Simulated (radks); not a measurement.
Species: Zn. Configuration: [Ar] 3d10 4s1 4p1 (not the ground configuration). Calculated with a radial shooting solver on a logarithmic mesh with Libxc functionals: scalar-relativistic Kohn-Sham, BLYP, spin-polarised, spherical densities, finite nucleus; open shells are filled with parallel spins first; Fermi nuclear charge, rms radius 3.9283 fm.

Unscreened Slater integrals over Kohn-Sham orbitals (eV). They are taken over the spin-up orbitals.

| integral | value |
|---|---|
| F0(4p,4p) | 6.6557 |
| F2(4p,4p) | 3.3091 |
| F0(4p,4s) | 7.7690 |
| G1(4p,4s) | 4.5926 |
| F0(4p,3d) | 8.9279 |
| F2(4p,3d) | 1.4850 |
| G1(4p,3d) | 0.66274 |
| G3(4p,3d) | 0.50471 |
| F0(4p,3p) | 9.0348 |
| F2(4p,3p) | 1.0820 |
| G0(4p,3p) | 0.23163 |
| G2(4p,3p) | 0.25745 |
| F0(4s,4s) | 9.6974 |
| F0(4s,3d) | 12.430 |
| G2(4s,3d) | 1.4093 |
| F0(4s,3p) | 12.702 |
| G1(4s,3p) | 0.62984 |
| F0(3d,3d) | 28.215 |
| F2(3d,3d) | 12.688 |
| F4(3d,3d) | 7.8286 |
| F0(3d,3p) | 30.969 |
| F2(3d,3p) | 14.344 |
| G1(3d,3p) | 17.704 |
| G3(3d,3p) | 10.683 |
| F0(3p,3p) | 34.501 |
| F2(3p,3p) | 17.178 |

Derived for the open shells (J is the average intra-shell exchange parameter used in DFT+U). 4p: J = F2/5 = 0.6618 eV.
